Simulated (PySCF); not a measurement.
Excitations are Tamm–Dancoff values on a coarser integration grid. The basis has no diffuse functions, so Rydberg states are missing or too high.

Z-matrix (Å, degrees):
```
C
C 1 1.3283
H 1 1.0849 2 118.04
H 2 1.0854 1 118.21 3 -0.54
C 2 1.4979 4 115.70 1 -179.31
H 5 1.0918 2 110.67 4 48.82
H 5 1.0919 6 107.21 2 121.69
H 5 1.0950 6 106.56 7 115.35
C 1 1.5075 3 117.43 2 178.69
H 9 1.0937 1 110.56 3 -86.19
H 9 1.1011 10 105.01 1 -116.75
B 9 1.5620 10 113.39 11 -112.58
H 12 1.1913 9 119.06 10 -171.67
H 12 1.1920 13 118.87 9 176.31
```
Charge 0, multiplicity 1.

Problem. Give the S1–T1 gap (TDA), HOMO and HOMO–LUMO gap at the level M06-2X/def2-TZVP (PySCF 2.14.0).

Solution. 
- S1–T1 gap (TDA): 0.60 eV
- HOMO: -8.24 eV
- HOMO–LUMO gap: 8.14 eV
